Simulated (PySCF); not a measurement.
Species: `COC1=C(OC)S(=O)(=O)C=C1`. The columns A, B, C and D hold Mulliken, IAO, Hirshfeld and ESP-fitted charges (e) of one PBE0/pcSseg-1 density (PySCF), in a shuffled order. Coordinates in Å (GFN2-xTB); the density's dipole moment is (3.29, -0.03, 0.24) D.

```
atom       x       y       z       A       B       C       D
  C1   2.745  -0.203   0.213  -0.035  -0.208  -0.024  -0.116
  O2   2.036   1.008   0.051  -0.107  -0.325  -0.484  -0.290
  C3   0.682   0.933  -0.038  +0.039  +0.139  +0.185  +0.292
  C4  -0.143  -0.126  -0.001  +0.016  -0.112  +0.013  -0.108
  O5   0.135  -1.436   0.139  -0.093  -0.317  -0.479  -0.145
  C6  -0.982  -2.312   0.142  -0.038  -0.224  -0.059  -0.268
  S7  -1.846   0.488  -0.177  +0.506  +1.974  +1.040  +1.063
  O8  -2.424   0.028  -1.410  -0.308  -0.867  -0.511  -0.515
  O9  -2.597   0.248   1.025  -0.308  -0.867  -0.512  -0.515
 C10  -1.318   2.197  -0.295  -0.075  -0.400  -0.200  -0.404
 C11   0.004   2.216  -0.202  -0.033  -0.116  -0.027  -0.242
 H12   3.796   0.078   0.261  +0.056  +0.164  +0.132  +0.122
 H13   2.579  -0.875  -0.631  +0.044  +0.149  +0.120  +0.097
 H14   2.455  -0.711   1.135  +0.044  +0.149  +0.120  +0.096
 H15  -0.565  -3.310   0.262  +0.059  +0.168  +0.135  +0.143
 H16  -1.534  -2.243  -0.797  +0.043  +0.158  +0.144  +0.153
 H17  -1.655  -2.082   0.971  +0.043  +0.158  +0.144  +0.153
 H18  -2.000   3.012  -0.418  +0.076  +0.193  +0.136  +0.265
 H19   0.622   3.100  -0.238  +0.072  +0.184  +0.124  +0.219
```

Problem. Which column most likely holds the ESP-fitted charges?

Solution. D. Σ q r misses the density's dipole by 0.02 D (D), 0.60 D (A), 0.76 D (B), 1.61 D (C). Charges fitted to the outside potential are the only set here that is tied to the molecule's multipoles.

Problem. And the Hirshfeld charges?

Solution. A. The mean sizes are 0.105 e (A), 0.242 e (C), 0.274 e (D), 0.362 e (B), and Hirshfeld charges are commonly the smallest of these schemes.

As computed, A = Hirshfeld, B = IAO, C = Mulliken, D = ESP-fitted. Hydrogens on carbon: Hirshfeld +0.04 to +0.08, IAO +0.15 to +0.19, Mulliken +0.12 to +0.14, ESP-fitted +0.10 to +0.26 e.

The Hirshfeld scheme divides the density at each point in proportion to the densities of the neutral, spherically averaged free atoms. The Mulliken scheme gives each basis function's population to the atom it is centred on and halves the overlap population of two atoms between them.

The structure is a single GFN2-xTB conformer in the gas phase; no vibrational or solvent corrections.

Conformer computed: `[CH3:1][O:2][C:3]1=[C:4]([O:5][CH3:6])[S:7](=[O:8])(=[O:9])[CH:10]=[CH:11]1`: C1–O2–C3–C4 0°, C3–C4–O5–C6 180°.
